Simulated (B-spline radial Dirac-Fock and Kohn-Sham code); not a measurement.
## Satellites and hypersatellites of the K lines of Pm⁺

System: Pm⁺, [Xe] 4f6 (not the ground configuration).

These are calculated numbers from a B-spline atomic structure program; the model is Dirac-Fock energy differences between relaxed states, corrected for Breit and QED terms. Each two-hole energy is an average over J within one jj subconfiguration, not an observable level; in light atoms, where LS coupling holds, the j-resolved values are not observed lines, and for a K spectator the Kα1 hypersatellite is nearly forbidden. Electron correlation is not included.

Lines without a spectator: Kα2 (K-L2) 38169.9 eV, Kα1 (K-L3) 38723.6 eV, Kβ3 (K-M2) 43710.9 eV, Kβ1 (K-M3) 43824.2 eV. Shifts in eV with one spectator hole (a dash: not computed, or left out as unreliable):

```
spectator hole     Kα2     Kα1     Kβ3     Kβ1
        K (1s)  +745.6  +782.4  +958.7  +966.9
    L2 (2p1/2)   +88.3  +114.4       –  +231.7
    L3 (2p3/2)   +77.6   +80.7  +192.3       –
    M2 (3p1/2)       –  +15.99   +33.9   +40.3
    M3 (3p3/2)  +10.45       –   +32.1   +31.8
    M4 (3d3/2)   +3.12   -0.11       –       –
    M5 (3d5/2)   -1.13   +1.73       –       –
```
